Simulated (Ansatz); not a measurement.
CH$_{8}$SSi$_{2}$, SMILES `[SiH3]CS[SiH3]` at its PBE0-D4/def2-TZVP geometry, where that method's forces vanish. Charge 0, multiplicity 1.

```json
{"atom": "Si1", "x (Å)": "-0.043", "y (Å)": "-1.389", "z (Å)": "-1.275"}
{"atom": "C2", "x (Å)": "-0.160", "y (Å)": "-1.020", "z (Å)": "0.566"}
{"atom": "S3", "x (Å)": "-1.281", "y (Å)": "0.392", "z (Å)": "0.875"}
{"atom": "Si4", "x (Å)": "0.094", "y (Å)": "2.009", "z (Å)": "0.762"}
{"atom": "H5", "x (Å)": "0.488", "y (Å)": "-0.204", "z (Å)": "-1.993"}
{"atom": "H6", "x (Å)": "-1.395", "y (Å)": "-1.719", "z (Å)": "-1.790"}
{"atom": "H7", "x (Å)": "0.867", "y (Å)": "-2.546", "z (Å)": "-1.509"}
{"atom": "H8", "x (Å)": "0.818", "y (Å)": "-0.835", "z (Å)": "1.017"}
{"atom": "H9", "x (Å)": "-0.594", "y (Å)": "-1.871", "z (Å)": "1.096"}
{"atom": "H10", "x (Å)": "-0.695", "y (Å)": "3.225", "z (Å)": "1.074"}
{"atom": "H11", "x (Å)": "1.184", "y (Å)": "1.824", "z (Å)": "1.758"}
{"atom": "H12", "x (Å)": "0.715", "y (Å)": "2.135", "z (Å)": "-0.582"}
```

Task: For each bond, give half the difference of the two atoms' forces along it (eV/Å; positive pushes the atoms apart) under PBE-D4, r2SCAN-D4, B3LYP-D4, ωB97M-V in def2-TZVPP. (Estimate.)

Result: Computed: 
| bond | length (Å) | PBE-D4 | r2SCAN-D4 | B3LYP-D4 | ωB97M-V |
| --- | --- | --- | --- | --- | --- |
| Si1–C2 | 1.881 | -0.01 | -0.01 | 0.09 | 0.06 |
| Si1–H5 | 1.484 | 0.07 | -0.03 | -0.08 | -0.09 |
| Si1–H6 | 1.484 | 0.07 | -0.03 | -0.07 | -0.10 |
| Si1–H7 | 1.490 | 0.07 | -0.03 | -0.09 | -0.12 |
| C2–S3 | 1.829 | 0.17 | 0.21 | 0.29 | 0.13 |
| C2–H8 | 1.093 | 0.10 | -0.04 | -0.10 | -0.08 |
| C2–H9 | 1.092 | 0.11 | -0.04 | -0.11 | -0.08 |
| S3–Si4 | 2.126 | 0.10 | 0.02 | 0.17 | 0.11 |
| Si4–H10 | 1.483 | 0.08 | -0.03 | -0.10 | -0.12 |
| Si4–H11 | 1.488 | 0.08 | -0.02 | -0.08 | -0.12 |
| Si4–H12 | 1.486 | 0.07 | -0.02 | -0.09 | -0.12 |

B3LYP here is the variant with VWN-RPA as its local correlation; programs differ in this.
